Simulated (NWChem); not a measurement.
The numbers come from NWChem runs, not from measurements. System: ClSi (+1), charge 1, spin multiplicity 1, at a geometry optimised with PBE/def2-SVP. The structure started from a generated list of species. Level: CR-CCSD(T)/def2-SVP, 10 core orbitals frozen.

Job file:

```
start mol
memory heap 100 mb stack 700 mb global 1900 mb
charge 1
geometry units angstroms nocenter noautoz
  Si     0.000000     0.000000     1.093417
  Cl     0.000000     0.000000    -0.900461
  symmetry group C2v
end
basis spherical
  * library def2-svp
end
scf
  rhf
  nopen 0
  maxiter 100
  thresh 1e-7
  semidirect memsize 60000000 filesize 0
end
tce
  freeze core 10
  cr-ccsd(t)
  2eorb
  2emet 13
  thresh 1e-6
  maxiter 100
  tilesize 24
end
task tce energy
```

Part of the output:

```
             Northwest Computational Chemistry Package (NWChem) 7.3.0
             --------------------------------------------------------

                                NWChem Input Module
                                -------------------

 Scaling coordinates for geometry "geometry" by  1.889725989
 (inverse scale =  0.529177249)

 Turning off AUTOSYM since
 SYMMETRY directive was detected!

                             Geometry "geometry" -> ""
                             -------------------------

 Output coordinates in angstroms (scale by  1.889725989 to convert to a.u.)

  No.       Tag          Charge          X              Y              Z
 ---- ---------------- ---------- -------------- -------------- --------------
    1 Si                  14.0000     0.00000000     0.00000000     1.09341700
    2 Cl                  17.0000     0.00000000     0.00000000    -0.90046100

 Effective nuclear repulsion energy (a.u.)      63.1654420491

            Nuclear Dipole moment (a.u.)
            ----------------------------
        X                 Y               Z
 ---------------- ---------------- ----------------
     0.0000000000     0.0000000000     0.0000018897

      Symmetry information
      --------------------

 Group name             C2v
 Group number             16
 Group order               4
 No. of unique centers     2

      Symmetry unique atoms

     1    2


 Summary of "ao basis" -> "" (spherical)
 ------------------------------------------------------------------------------
       Tag                 Description            Shells   Functions and Types
 ---------------- ------------------------------  ------  ---------------------
 *                          def2-svp                  on all atoms

 Summary of "ao basis" -> "ao basis" (spherical)
 ------------------------------------------------------------------------------
       Tag                 Description            Shells   Functions and Types
 ---------------- ------------------------------  ------  ---------------------
 Si                         def2-svp                 8       18   4s3p1d
 Cl                         def2-svp                 8       18   4s3p1d

                                 NWChem SCF Module
                                 -----------------

  ao basis        = "ao basis"
  functions       =    36
  atoms           =     2
  closed shells   =    15
  open shells     =     0
  charge          =   1.00
  wavefunction    = RHF
  use symmetry    = T
  symmetry adapt  = T

 Summary of "ao basis" -> "ao basis" (spherical)
 ------------------------------------------------------------------------------
       Tag                 Description            Shells   Functions and Types
 ---------------- ------------------------------  ------  ---------------------
 Si                         def2-svp                 8       18   4s3p1d
 Cl                         def2-svp                 8       18   4s3p1d

      Symmetry analysis of basis
      --------------------------

        a1         18
        a2          2
        b1          8
        b2          8

 Forming initial guess at       0.1s

      Superposition of Atomic Density Guess
      -------------------------------------

 Sum of atomic energies:        -748.06206354

 Renormalizing density from      31.00 to     30

      Non-variational initial energy
      ------------------------------

 Total energy =    -732.986537
 1-e energy   =   -1123.827406
 2-e energy   =     327.675427
[...]
  ----- ------------  ---------------      ----- ------------  ---------------
    11      0.728161  1 Si px                 8      0.400384  1 Si px
    29     -0.319741  2 Cl px                 5     -0.210257  1 Si px
    26     -0.155337  2 Cl px

 Vector   18  Occ=0.000000D+00  E=-8.300571D-02  Symmetry=a1
              MO Center=  5.0D-15,  1.1D-15,  9.9D-01, r^2= 3.4D+00
   Bfn.  Coefficient  Atom+Function         Bfn.  Coefficient  Atom+Function
  ----- ------------  ---------------      ----- ------------  ---------------
    13      1.190595  1 Si pz                22      0.810641  2 Cl s
    31      0.646153  2 Cl pz                 4     -0.637531  1 Si s
    10      0.255219  1 Si pz                28      0.181816  2 Cl pz
    21      0.163833  2 Cl s

 center of mass
 --------------
 x =   0.00000000 y =   0.00000000 z =  -0.02694833

 moments of inertia (a.u.)
 ------------------
         220.652890698659           0.000000000000           0.000000000000
           0.000000000000         220.652890698659           0.000000000000
           0.000000000000           0.000000000000           0.000000000000

  Mulliken analysis of the total density
  --------------------------------------

    Atom       Charge   Shell Charges
 -----------   ------   -------------------------------------------------------
    1 Si  14    12.94   2.00  2.00  1.51  0.37  5.93  0.62  0.37  0.14
    2 Cl  17    17.06   2.00  1.99  1.25  0.70  5.94  2.08  3.07  0.03

       Multipole analysis of the density wrt the origin
       ------------------------------------------------

     L   x y z        total         open         nuclear
     -   - - -        -----         ----         -------
     0   0 0 0      1.000000      0.000000     31.000000

     1   1 0 0     -0.000000      0.000000      0.000000
     1   0 1 0     -0.000000      0.000000      0.000000
     1   0 0 1      1.654866      0.000000      0.000002

     2   2 0 0    -15.129012      0.000000      0.000000
     2   1 1 0     -0.000000      0.000000      0.000000
     2   1 0 1     -0.000000      0.000000      0.000000
     2   0 2 0    -15.129012      0.000000      0.000000
     2   0 1 1     -0.000000      0.000000      0.000000
     2   0 0 2    -12.126837      0.000000    108.995884

                   NWChem Extensible Many-Electron Theory Module
                   ---------------------------------------------


            General Information
            -------------------
      Number of processors :     1
         Wavefunction type : Restricted Hartree-Fock
          No. of electrons :    30
           Alpha electrons :    15
            Beta electrons :    15
           No. of orbitals :    72
            Alpha orbitals :    36
             Beta orbitals :    36
        Alpha frozen cores :    10
         Beta frozen cores :    10
     Alpha frozen virtuals :     0
      Beta frozen virtuals :     0
         Spin multiplicity : singlet
    Number of AO functions :    36
       Number of AO shells :    16
        Use of symmetry is : on
      Symmetry adaption is : on
         Schwarz screening : 0.10D-09

          Correlation Information
          -----------------------
          Calculation type : Coupled-cluster singles & doubles w/ perturbation
   Perturbative correction : Completely renormalized (T)
            Max iterations :      100
        Residual threshold : 0.10D-05
     T(0) DIIS level shift : 0.00D+00
     L(0) DIIS level shift : 0.00D+00
     T(1) DIIS level shift : 0.00D+00
     L(1) DIIS level shift : 0.00D+00
     T(R) DIIS level shift : 0.00D+00
     T(I) DIIS level shift : 0.00D+00
   CC-T/L Amplitude update :  5-th order DIIS
                I/O scheme : Global Array Library
        L-threshold :  0.10D-05
        EOM-threshold :  0.10D-05
 no EOMCCSD initial starts read in
 TCE RESTART OPTIONS
 SLICE:      F
 D4D5:       F
 quantumc:   F
 qrotation:  F
 pwtce:      F
 qducc:      F
 nacto:                         0
 nrotv:                         0
 nrot:                          0

            Memory Information
            ------------------
          Available GA space size is     249035504 doubles
          Available MA space size is     104855628 doubles

 Maximum block size supplied by input
 Maximum block size        24 doubles

 tile_dim =      9

 -------------------------------------------------

 Global array virtual files algorithm will be used

 Parallel file system coherency ......... OK

 4-electron integrals stored in orbital form

 v2    file size   =            32907
 4-index algorithm nr.  13 is used
 imaxsize =       30
 imaxsize ichop =        0


CCSD iterations
 ---------------------------------------------------------
 Iter          Residuum       Correlation     Cpu    Wall
 ---------------------------------------------------------
    1   0.1033790420277  -0.1937374689373     0.1     0.1
    2   0.0332785904509  -0.2113778386654     0.1     0.1
    3   0.0133797990088  -0.2163241862491     0.1     0.1
    4   0.0061171798957  -0.2178981896700     0.1     0.1
    5   0.0028913042919  -0.2185751069376     0.1     0.1
    6   0.0006006409653  -0.2190691432348     0.1     0.1
    7   0.0003308043527  -0.2190657567636     0.1     0.1
    8   0.0001562258051  -0.2190812507763     0.1     0.1
    9   0.0001076912594  -0.2190799638386     0.1     0.1
   10   0.0000568287324  -0.2190842593588     0.1     0.1
   11   0.0000103037422  -0.2190869324679     0.1     0.1
   12   0.0000050801327  -0.2190872426496     0.1     0.1
   13   0.0000024720478  -0.2190874759754     0.1     0.1
   14   0.0000015407179  -0.2190874844054     0.1     0.1
   15   0.0000008278292  -0.2190875189534     0.1     0.1
 -----------------------------------------------------------------
 Iterations converged
 CCSD correlation energy / hartree =        -0.219087518953408
 CCSD total energy / hartree       =      -748.138479222628575

 Singles contributions

 Doubles contributions
 CR-CCSD(T)

 CR-CCSD[T]  correction energy / hartree =        -0.006634495306138
 CR-CCSD[T] correlation energy / hartree =        -0.225722014259545
 CR-CCSD[T] total energy / hartree       =      -748.145113717934692
 CR-CCSD(T)  correction energy / hartree =        -0.006136390138552
 CR-CCSD(T) correlation energy / hartree =        -0.225223909091959
 CR-CCSD(T) total energy / hartree       =      -748.144615612767097

 Task  times  cpu:        2.8s     wall:        2.8s

 Total times  cpu:        2.9s     wall:        2.9s
```
